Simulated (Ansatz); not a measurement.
Computed with Ansatz on PBE0-D4/def2-TZVP structures; ΔE is electronic, products minus reactants. CBS: MP2 limit from def2 TZ/QZ plus the TZ coupled-cluster correction, frozen cores. This one scheme is used for every species. Functionals use def2-TZVPP. For Se outer-core shells are correlated without core-valence functions, which leaves a few kJ/mol of doubt a bond. Scalar relativity is left out up to krypton. One conformer a species, not always the lowest.

Reaction (ligand exchange at a P–Se bond): `OP(O)[SeH]` + NH₃ → `NP(O)O` + H₂Se

```tsv
level	ΔE (eV)
BLYP-D4	0.10
PBE0-D4	0.02
ωB97X-V	-0.11
B2PLYP	-0.04
LC-ωPBE	-0.16
CCSD(T)/def2-SVP	-0.14
CCSD(T)/def2-TZVPP	-0.08
CCSD/CBS(def2)	-0.08
```

Task: What does CCSD(T)/CBS give? (Estimate.)

Result: Computed: -0.04 eV. The listed levels differ from it by 0.14, 0.06, -0.07, 0.00, -0.12, -0.10, -0.04, -0.04 eV.

Task: What do rigid-rotor, harmonic-oscillator terms from PBE0-D4/def2-TZVP frequencies (298.15 K, 1 bar) make of the CCSD(T)/CBS value? (An estimate is asked.)

Result: Computed: ΔZPE = -0.07 eV, ΔH = -0.12 eV, ΔS = -3 J/(mol·K), ΔG = -0.11 eV.

Largest T1 diagnostic among the species: 0.013.

The D4 term adds +0.04 eV with B3LYP and +0.02 eV with PBE0; it sums over pairs of atoms, weighted by their polarisabilities, and B3LYP, whose exchange is more repulsive, gets the larger term. In def2-TZVPP, CCSD(T) changes the Hartree–Fock value by +0.15 eV (the triples alone add +0.04 eV) and MP2 by +0.19 eV.

B3LYP here is the variant with VWN-RPA as its local correlation; programs differ in this.
